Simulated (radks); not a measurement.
Results of a calculation; reference values are marked as such.
These are the eigenvalues of the occupied orbitals of an atom or ion with whole-number occupations (eV). Level of theory: scalar-relativistic Kohn-Sham, PBEsol, spin-polarised, spherical densities, finite nucleus; Fermi nuclear charge, rms radius of each element as measured or else 0.836 A^(1/3) + 0.57 fm (a radial shooting solver on a logarithmic mesh with Libxc functionals).

| orbital | eigenvalue |
|---|---|
| 1s up | -10231.06 |
| 1s down | -10230.97 |
| 2s up | -1271.050 |
| 2s down | -1271.036 |
| 2p up | -1108.106 |
| 2p down | -1108.067 |
| 3s up | -157.7722 |
| 3s down | -157.6965 |
| 3p up | -108.6957 |
| 3p down | -108.5870 |
| 3d up | -29.2057 |
| 3d down | -28.8783 |
| 4s up | -18.2685 |
| 4p up | -10.6846 |

Which element is it, and in what charge state? The configuration may be excited. Open shells, if any, are filled with parallel spins first.

Answer. Z = 31, gallium, charge +1: Ga+ in [Ar] 3d10 4s1 4p1. The list shows which subshells hold electrons but not how many an open one holds; the 1s level, -375.98 hartree, gives Z - s = 27.4 by -(Z - s)^2/2, which with screening and relativity narrows Z to a few neighbours, and the depths of the outer levels then fix element, charge and occupations together.
